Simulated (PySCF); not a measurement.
S (sulfur, neutral) across methods

[Ne] 3s2 3p4, high-spin 3P determinant. Computed with PySCF 2.14 in dyall-av2z, with no relativity, point nucleus.

```csv
method,E (hartree),mean ε 3s β (eV),mean ε 3p α (eV),mean ε 3p β (eV),Σ⟨r²⟩ (bohr²),⟨S²⟩
LDA,-396.7317,-16.114,-7.770,-6.138,29.50,2.002
BHandHLYP,-398.1200,-19.099,-10.281,-8.519,29.24,2.004
r2SCAN,-398.0818,-16.006,-8.163,-6.367,29.19,2.006
UHF,-397.49872,-21.112,-12.614,-10.212,29.34,2.010
B97-3,-398.0649,-17.737,-9.084,-7.453,29.23,2.004
PBE0,-397.9727,-17.496,-9.121,-7.363,29.20,2.004
PBE,-397.9391,-15.882,-7.718,-6.104,29.40,2.003
wB97M-V,-398.0895,-20.331,-11.217,-9.627,29.57,2.003
M06-2X,-398.0925,-18.865,-10.204,-8.458,29.31,2.005
```
